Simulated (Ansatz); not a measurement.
Two isomers of C2H10AlNSi: A = `[CH3][AlH][NH][SiH2]C`, B = `C[NH][Al]([CH3])[SiH3]`.

Program: Ansatz. Geometries: PBE0-D4/def2-TZVP. ΔE: electronic, gas phase. CCSD(T)/CBS is the MP2 limit (def2-TZVPP, def2-QZVPP) plus CCSD(T) − MP2 in def2-TZVPP, frozen cores. Functionals use def2-TZVPP. B3LYP here is the variant with VWN-RPA as its local correlation; programs differ in this. Each species was taken in one conformer, which may not be the lowest.

A:

```xyz
15

C     2.964   -1.194    0.515
Al    1.015   -1.214    0.503
N     0.116    0.320    0.340
Si   -1.590    0.597    0.330
C    -2.207    1.306   -1.285
H     3.384   -0.196    0.364
H     3.351   -1.576    1.466
H     3.368   -1.848   -0.266
H     0.155   -2.538    0.628
H     0.676    1.160    0.256
H    -2.235   -0.719    0.588
H    -1.984    1.535    1.423
H    -1.733    2.268   -1.498
H    -1.992    0.630   -2.117
H    -3.288    1.469   -1.247
```

B:

Z-matrix (Å, degrees):
```
C
N 1 1.447
H 1 1.097 2 112.4
H 1 1.092 2 109.9 3 119.2
H 1 1.097 2 112.4 3 -121.5
Al 2 1.773 1 129.7 3 -119.3
H 2 1.010 1 111.6 3 60.7
Si 6 2.457 2 117.7 1 0.0
C 6 1.953 2 118.7 1 -180.0
H 8 1.493 6 111.4 2 121.1
H 8 1.494 6 111.4 2 -120.5
H 8 1.492 6 113.9 2 0.3
H 9 1.095 6 111.1 2 -120.8
H 9 1.093 6 112.5 2 0.0
H 9 1.095 6 111.1 2 120.8
```

Which is lower in electronic energy at CCSD(T)/CBS, and by how much? (Estimate.)

Computed: A, by 32.0 kcal/mol.

Give E(B) − E(A) in kcal/mol with B3LYP-D4, HF/def2-TZVPP, B3LYP, CCSD(T)/def2-TZVPP, MP2/def2-TZVPP, r2SCAN-D4, CCSD/def2-TZVPP. (Estimate.)

Ansatz gave: B3LYP-D4 30.5, HF/def2-TZVPP 34.1, B3LYP 30.1, CCSD(T)/def2-TZVPP 31.1, MP2/def2-TZVPP 34.3, r2SCAN-D4 30.9, CCSD/def2-TZVPP 31.6. None reverses the order clearly.

Largest T1 diagnostic: 0.012.

From PBE to PBE0 (25 % exact exchange), in def2-TZVPP and without D4, E(B) − E(A) moves by +2.1 kcal/mol.
